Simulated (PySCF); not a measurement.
# Electronic structure of Mn¹⁵⁺ (manganese, charge +15) at the UHF level

Configuration: [Ne], closed-shell 1S. Calculation: PySCF 2.14, in an even-tempered Gaussian basis (20 s from 2.7 bohr⁻², ratio 2.2; 12 p from 3.5 bohr⁻², ratio 2.2; 6 d from 20 bohr⁻², ratio 2.4; 5 f from 29 bohr⁻², ratio 2.4; 5 g from 44 bohr⁻², ratio 2.4); the spin-free X2C one-electron Hamiltonian (Gaussian nucleus).

```
Total energy             : -1053.718633 hartree
One-electron energy      : -1242.8798 hartree
Hartree (Coulomb) energy : 228.1319 hartree
Exchange energy          : -38.9707 hartree
⟨S²⟩                     : 0.0000
⟨L²⟩                     : 0.000
Sum of ⟨r⟩               : 2.119 bohr
Sum of ⟨r²⟩              : 0.6143 bohr²
```

```
shell  electrons  mean orbital energy (hartree)  rms radius, mean of both spins (bohr)
   1s          2                     -260.42435                                 0.0703
   2s          2                      -46.32382                                  0.297
   2p          6                      -41.84353                                  0.267
```

Densities and radii are taken from the X2C orbitals without a picture-change correction, which distorts them close to the nucleus.

Spin-orbit constants ζ (cm⁻¹) from the X2C one-electron operator on these orbitals: bare nucleus, nucleus screened by l(l+1)(2l+1)/3 electrons, and screened by the Breit-Pauli mean field of the electrons.

| shell | bare | screened nucleus | mean field |
| --- | --- | --- | --- |
| 2p | 61310 | 56410 | 54330 |
